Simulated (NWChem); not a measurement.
# TlCl; SMILES [Tl][Cl]

Results from NWChem. The geometry was optimised at PBE0/def2-SVP. def2 effective core potentials on Tl; no spin-orbit coupling. Static field.

```json
[
 {"level": "Hartree-Fock/def2-SVP", "basis functions": "44", "isotropic polarisability (bohr³)": "43.5", "anisotropy (bohr³)": "25.6", "relative time": "1"},
 {"level": "Hartree-Fock/def2-SVPD", "basis functions": "59", "isotropic polarisability (bohr³)": "53.6", "anisotropy (bohr³)": "26.3", "relative time": "2"},
 {"level": "Hartree-Fock/def2-TZVP", "basis functions": "87", "isotropic polarisability (bohr³)": "48.9", "anisotropy (bohr³)": "27.2", "relative time": "6"},
 {"level": "Hartree-Fock/def2-TZVPD", "basis functions": "102", "isotropic polarisability (bohr³)": "54.5", "anisotropy (bohr³)": "26.6", "relative time": "10"}
]
```

The last column is a rough cost ratio, cheapest run = 1.
